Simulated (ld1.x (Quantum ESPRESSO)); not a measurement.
## neodymium, TM: configuration errors across variants

neodymium (Nd), norm-conserving Troullier–Martins (Kleinman–Bylander form), made with ld1.x (Quantum ESPRESSO) 7.5 (PBE, fully relativistic). Core [Kr] 4d10 4f3, reference 5s2 5p6 5d1 6s1 6p0 (charge +1). Waves: 5s (bound): rc 2.25 bohr; 5d (bound): rc 3.10 bohr; 5p (bound): rc 2.90 bohr. Local part: the p channel. Core correction: none.

Open shells are filled in proportion to 2j + 1 (rel_dist='average').

Occupied shells without a wave of their own: 6s. They enter only through the test configuration that unscreens the potential.

All-electron excitation energies from the reference (eV): (1) 5s2 5p6 5d1 6s2 6p0 -6.265; (2) 5s2 5p6 5d1 6s0 6p0 11.433; (3) 5s2 5p6 5d0 6s0 6p0 30.920; (4) 5s2 5p6 5d1 6s1.5 6p0 -3.744; (5) 5s2 5p6 5d2 6s1 6p0 -5.113; (6) 5s1 5p6 5d1 6s2 6p0 42.682.

For the base: The 6s level has no wave, so the channel is fitted at the deeper level alone: the likely source of the large errors.

Tests that are not counted but printed errors over 1 eV. “base”: 5s2 5p6 5d1 6s0 6p2 (pseudo-atom not self-consistent, printed error -780 eV). “wave 5s (bound): rc 2.25 bohr becomes 5s (bound): rc 1.72 bohr”: all (the test run did not reproduce the reference configuration, from which every error is measured). “wave 5s (bound): rc 2.25 bohr becomes 5s (bound): rc 1.86 bohr”: 5s2 5p6 5d1 6s0 6p2 (solver errors, printed error -27.8 eV). “wave 5s (bound): rc 2.25 bohr becomes 5s (bound): rc 2.14 bohr”: 5s2 5p6 5d1 6s0 6p2 (pseudo-atom not self-consistent, printed error -775 eV). “wave 5s (bound): rc 2.25 bohr becomes 5s (bound): rc 2.34 bohr”: 5s2 5p6 5d1 6s0 6p2 (solver errors, printed error -822 eV).

1 further variants failed, have other tests or too few solved ones, and are left out.

The file “base” misses its own reference levels by 2.2 eV. The file “wave 5s (bound): rc 2.25 bohr becomes 5s (bound): rc 1.72 bohr” misses its own reference levels by 2.2 eV. The file “wave 5s (bound): rc 2.25 bohr becomes 5s (bound): rc 1.86 bohr” misses its own reference levels by 2.2 eV. The file “wave 5s (bound): rc 2.25 bohr becomes 5s (bound): rc 2.14 bohr” misses its own reference levels by 2.2 eV. The file “wave 5s (bound): rc 2.25 bohr becomes 5s (bound): rc 2.34 bohr” misses its own reference levels by 2.2 eV. The file “wave 5s (bound): rc 2.25 bohr becomes 5s (bound): rc 2.46 bohr” misses its own reference levels by 2.2 eV. The file “wave 5s (bound): rc 2.25 bohr becomes 5s (bound): rc 2.68 bohr” misses its own reference levels by 2.2 eV. The file “wave 5s (bound): rc 2.25 bohr becomes 5s (bound): rc 2.94 bohr” misses its own reference levels by 2.2 eV. The file “wave 5s (bound): rc 2.25 bohr becomes 5s (bound): rc 3.22 bohr” misses its own reference levels by 2.2 eV.

Errors AE − PS in meV (a dash: test not solved or not reliable):

```tsv
change	(1)	(2)	(3)	(4)	(5)	(6)	bound ghosts
base	+118	-172	-237	+66	-10.0	+23	not determined
wave 5s (bound): rc 2.25 bohr becomes 5s (bound): rc 1.72 bohr	–	–	–	–	–	–	not determined
wave 5s (bound): rc 2.25 bohr becomes 5s (bound): rc 1.86 bohr	+46	-47	-60	+25	-10	-71	not determined
wave 5s (bound): rc 2.25 bohr becomes 5s (bound): rc 2.14 bohr	+75	-96	-128	+41	-10	-47	not determined
wave 5s (bound): rc 2.25 bohr becomes 5s (bound): rc 2.34 bohr	+188	-298	-416	+106	-9.1	+150	not determined
wave 5s (bound): rc 2.25 bohr becomes 5s (bound): rc 2.46 bohr	+290	-482	-679	+165	-7.8	+345	not determined
wave 5s (bound): rc 2.25 bohr becomes 5s (bound): rc 2.68 bohr	+504	-873	-1236	+289	-5.3	+770	not determined
wave 5s (bound): rc 2.25 bohr becomes 5s (bound): rc 2.94 bohr	+870	-1549	-2181	+502	-4.1	+1477	not determined
wave 5s (bound): rc 2.25 bohr becomes 5s (bound): rc 3.22 bohr	+1220	-2189	-3053	+705	-7.0	+2101	not determined
```

**Question.** Give the same row for: wave 5s (bound): rc 2.25 bohr becomes 5s (bound): rc 3.44 bohr.

**Answer.** +1347, -2416, -3355, +778, -8.9, +2313; bound ghosts: not determined. Not counted: 5s2 5p6 5d1 6s0 6p2 (solver errors, printed error -14.7 eV).
